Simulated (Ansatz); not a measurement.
`CCN([SiH3])CC`, charge 0, multiplicity 1.

Q: Give a relaxed structure at PBE0-D4/def2-TZVP (Ansatz). (An estimate is asked.)

A: The calculation gave: 
Z-matrix (Å, degrees):
```
C
C 1 1.515
H 1 1.092 2 111.2
H 1 1.092 2 110.0 3 -120.2
H 1 1.094 2 111.9 3 120.9
N 2 1.450 1 113.2 3 -57.5
H 2 1.101 1 108.8 3 177.7
H 2 1.099 1 109.0 3 62.5
C 6 1.452 2 114.1 1 166.0
Si 6 1.723 2 122.3 1 -35.9
C 9 1.522 6 115.0 2 70.6
H 9 1.099 6 108.2 2 -52.0
H 9 1.093 6 108.4 2 -166.9
H 10 1.486 6 106.1 2 -176.7
H 10 1.487 6 112.2 2 63.9
H 10 1.496 6 114.5 2 -57.3
H 11 1.092 9 111.7 6 -59.9
H 11 1.093 9 110.8 6 60.5
H 11 1.093 9 110.6 6 -179.7
```
This is one stationary point; other conformers may exist.
